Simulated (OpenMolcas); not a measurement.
# d2 ions of charge +5 down a group on the Ge site of Cs2GeF6

```yaml
Program: OpenMolcas 26.06
Method: CASSCF
Spin-orbit_coupling: state interaction with AMFI integrals over the reference wave functions
```

The d shell is active. Each dopant is a cluster with its nearest anions in model potentials and point charges, with no relaxation and no local charge compensation. Distances were set from a Shannon-type radius of the metal (high-spin where two are listed) plus a fixed donor radius (F 1.31 Å), in hosts weighted 0.65 to 0.35 with the host's distance in the model lattice. Ligand basis ANO-RCC-VDZP, DKH2 Hamiltonian. States (labels of O, the rotations of Oh). Energies in cm-1 above the lowest state or level, χT in cm3 K/mol; under a threefold ground state the first gap can be a small split of the lowest multiplet, not the spin-orbit step; 10Dq and B are least-squares fits to the states below 45000 cm-1, weighted by degeneracy, with a free offset, and given where the rms deviation is under 5 % of |10Dq| (or 100 cm-1) and under 700 cm-1. Spin-only χT is S(S+1) / 2 for the spin of the ground state.

```json
{"Ion": "Tc5+", "Shell": "4d2", "R (Å)": "1.873", "Metal basis": "ANO-RCC-VTZP", "Ground state": "3T1", "First state of that spin": "3T2 35135", "10Dq": "36892", "B (rms of fit)": "734 (152)", "First gap with spin-orbit (degeneracies)": "27.2 (2, 3)", "χT at 300 K": "0.367", "First state of another spin": "1T2 9908", "Spin-only χT": "1.000"}
{"Ion": "Re5+", "Shell": "5d2", "R (Å)": "1.86", "Metal basis": "ANO-RCC-VTZP", "Ground state": "3T1", "First state of that spin": "3T2 43464", "10Dq": "", "B (rms of fit)": "", "First gap with spin-orbit (degeneracies)": "198.2 (2, 3)", "χT at 300 K": "0.159", "First state of another spin": "1T2 9378", "Spin-only χT": "1.000"}
```

χT departs most from the spin-only value for Re5+, by -0.841 cm3 K/mol.

An orbital triplet at a regular site is open to Jahn-Teller coupling, which can distort the site and quench the lowest spin-orbit gaps and is left out. Without dynamic correlation the repulsion within the d shell is too large (B by tens of per cent), so at a given field states of lower spin stand too high. With metal d orbitals alone the field can be off either way by tens of per cent. Ligand-to-metal charge-transfer states are missing. With no ligand orbital active B as a rule stays too high, so bands that hang on it stand too high and its fall with covalency is understated. The least metal-like active orbital is 71 % on the metal (Löwdin) and no ligand orbital is active, so the numbers are rough (holds for Tc5+). The least metal-like active orbital is 70 % on the metal (Löwdin) and no ligand orbital is active, so the numbers are rough (holds for Re5+). No measured value stands beside these numbers; the geometry was set by hand and not optimised.
